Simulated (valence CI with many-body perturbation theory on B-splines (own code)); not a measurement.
**Energy levels of Nb¹⁰⁺**

Computed by valence CI with perturbative core correlation (CI+MBPT): three valence electrons over a frozen Dirac-Fock core [Ar] 3d10, radial functions for each j: 11 s, 11 p, 10 d, 8 f, 5 g, 2 h, with the one-electron correlation potential Σ1, the two-electron term Σ2, the three-electron term Σ3, Breit, model QED; selected CI, second order for the rest, scaled by the run's own slope (own B-spline code, finite nucleus).

No measured spectrum was set against this ion. As an estimate, levels hold to about 250 cm⁻¹ or 0.2 % of their energy and the worst to 1 %, as in measured heavy ions of charge 2 to 7; those with d or f electrons hold less well.

Levels 1 to 45 of 178, with energies above the lowest level, 4s2 4p 2P°_1/2. "Leading %" is the weight of the configuration and term that name the level; weights of strongly mixed levels are sums over their largest components and can fall short. In the jj column 3d3/2^4 stands for four electrons in 3d with j = 3/2. Lifetimes count E1, E2, E3, M1 and M2 decay at the calculated energies, and are blank where another channel may lead or the interval is too uncertain; long ones can be off by a factor of two.

```tsv
No.	Configuration	Term	J	E (cm⁻¹)	Leading %	Leading jj	Second component	Lifetime
1	4s2 4p	2P°	1/2	0	98	4s^2 4p1/2 (98 %)		
2	4s2 4p	2P°	3/2	23920	98	4s^2 4p3/2 (98 %)		8.08 ms
3	4s 4p2	4P	1/2	182070	96	4s 4p1/2^2 (62 %)		6.54 ns
4	4s 4p2	4P	3/2	193330	99	4s 4p1/2 4p3/2 (93 %)		38.5 ns
5	4s 4p2	4P	5/2	204340	92	4s 4p1/2 4p3/2 (60 %)	7 % 4s 4p2 2D	7.25 ns
6	4s 4p2	2D	3/2	240930	90	4s 4p1/2 4p3/2 (73 %)	6 % 4s2 4d 2D	226 ps
7	4s 4p2	2D	5/2	246070	86	4s 4p3/2^2 (58 %)	8 % 4s 4p2 4P	371 ps
8	4s 4p2	2S	1/2	275290	49	4s 4p1/2 4p3/2 (43 %)	46 % 4s 4p2 2P	41.8 ps
9	4s 4p2	2P	1/2	299460	51	4s 4p3/2^2 (70 %)	46 % 4s 4p2 2S	37.8 ps
10	4s 4p2	2P	3/2	305620	94	4s 4p3/2^2 (69 %)		25.8 ps
11	4s2 4d	2D	3/2	390230	92	4s^2 4d3/2 (92 %)	6 % 4s 4p2 2D	15.0 ps
12	4s2 4d	2D	5/2	393730	92	4s^2 4d5/2 (92 %)	5 % 4s 4p2 2D	16.9 ps
13	4p3	4S°	3/2	456150	45	4p1/2^2 4p3/2 (80 %)	30 % 4p3 2D°	49.0 ps
14	4p3	4S°	3/2	467160	46	4p1/2 4p3/2^2 (90 %)	44 % 4p3 2D°	49.5 ps
15	4p3	2D°	5/2	469240	83	4p1/2 4p3/2^2 (83 %)	16 % 4s 4p 4d 2D°	133 ps
16	4p3	2P°	1/2	503870	89	4p1/2 4p3/2^2 (89 %)	9 % 4s 4p 4d 2P°	54.7 ps
17	4p3	2P°	3/2	514170	70	4p3/2^3 (77 %)	8 % 4p3 2D°	54.9 ps
18	4s 4p 4d	4F°	3/2	536870	96	4s 4p1/2 4d3/2 (86 %)		763 ps
19	4s 4p 4d	4F°	5/2	541880	95	4s 4p1/2 4d3/2 (45 %)		552 ps
20	4s 4p 4d	4F°	7/2	549630	95	4s 4p1/2 4d5/2 (51 %)		466 ps
21	4s 4p 4d	4F°	9/2	561380	100	4s 4p3/2 4d5/2 (100 %)		
22	4s 4p 4d	4P°	5/2	568780	64	4s 4p1/2 4d5/2 (88 %)	21 % 4s 4p 4d 4D°	21.1 ps
23	4s 4p 4d	4D°	3/2	572220	52	4s 4p1/2 4d3/2 (46 %)	41 % 4s 4p 4d 4P°	16.3 ps
24	4s 4p 4d	4D°	1/2	574350	83	4s 4p1/2 4d3/2 (69 %)	14 % 4s 4p 4d 4P°	13.4 ps
25	4s 4p 4d	4P°	1/2	586650	85	4s 4p3/2 4d3/2 (96 %)	14 % 4s 4p 4d 4D°	19.7 ps
26	4s 4p 4d	4D°	5/2	587290	64	4s 4p3/2 4d3/2 (70 %)	21 % 4s 4p 4d 2D°	15.2 ps
27	4s 4p 4d	4D°	3/2	587310	43	4s 4p3/2 4d3/2 (88 %)	36 % 4s 4p 4d 4P°	16.6 ps
28	4s 4p 4d	4D°	7/2	588050	94	4s 4p3/2 4d5/2 (64 %)		13.9 ps
29	4s 4p 4d	2D°	3/2	590030	64	4s 4p3/2 4d5/2 (47 %)	21 % 4s 4p 4d 4P°	21.9 ps
30	4s 4p 4d	2D°	5/2	591820	44	4s 4p3/2 4d5/2 (68 %)	29 % 4s 4p 4d 4P°	22.8 ps
31	4s 4p 4d	2F°	5/2	605250	82	4s 4p1/2 4d5/2 (41 %)	14 % 4s 4p 4d 2D°	36.7 ps
32	4s 4p 4d	2F°	7/2	622820	98	4s 4p3/2 4d5/2 (67 %)		42.6 ps
33	4s 4p 4d	2P°	3/2	639610	75	4s 4p1/2 4d3/2 (35 %)	14 % 4s 4p 4d 2D°	13.5 ps
34	4s 4p 4d	2F°	7/2	640600	79	4s 4p3/2 4d5/2 (40 %)	17 % 4s2 4f 2F°	14.1 ps
35	4s 4p 4d	2F°	5/2	642710	78	4s 4p3/2 4d3/2 (58 %)	18 % 4s2 4f 2F°	14.4 ps
36	4s 4p 4d	2P°	1/2	651880	91	4s 4p3/2 4d5/2 (80 %)	6 % 4p3 2P°	15.5 ps
37	4s 4p 4d	2P°	1/2	665630	92	4s 4p3/2 4d3/2 (73 %)		12.8 ps
38	4s2 5s	2S	1/2	666990	97	4s^2 5s (97 %)		9.50 ps
39	4s 4p 4d	2D°	3/2	669310	50	4s 4p3/2 4d5/2 (52 %)	45 % 4s 4p 4d 2P°	10.9 ps
40	4s 4p 4d	2P°	3/2	670630	61	4s 4p3/2 4d3/2 (38 %)	30 % 4s 4p 4d 2D°	11.3 ps
41	4s 4p 4d	2D°	5/2	672730	88	4s 4p3/2 4d5/2 (64 %)	7 % 4p3 2D°	9.18 ps
42	4s2 4f	2F°	7/2	739800	80	4s^2 4f7/2 (80 %)	17 % 4s 4p 4d 2F°	11.1 ps
43	4s2 4f	2F°	5/2	740450	79	4s^2 4f5/2 (79 %)	18 % 4s 4p 4d 2F°	10.6 ps
44	4s2 5p	2P°	1/2	756510	96	4s^2 5p1/2 (96 %)		29.9 ps
45	4s2 5p	2P°	3/2	765320	96	4s^2 5p3/2 (96 %)		30.3 ps
```

Names give the largest LS component (configuration and term), which can be under half, so a name can repeat, a term be missing and a line seem to break the LS rules; names also repeat where a configuration has a term twice.

Where two levels of one J and parity lie close, their mixing, g and order are uncertain.

The ionisation energy to 4s2 1S_0 of the next ion comes out as 200.83 eV (NIST: 200.28 ± 0.06 eV (semi-empirical)). All 178 levels together are meant to be complete up to 1139800 cm⁻¹.
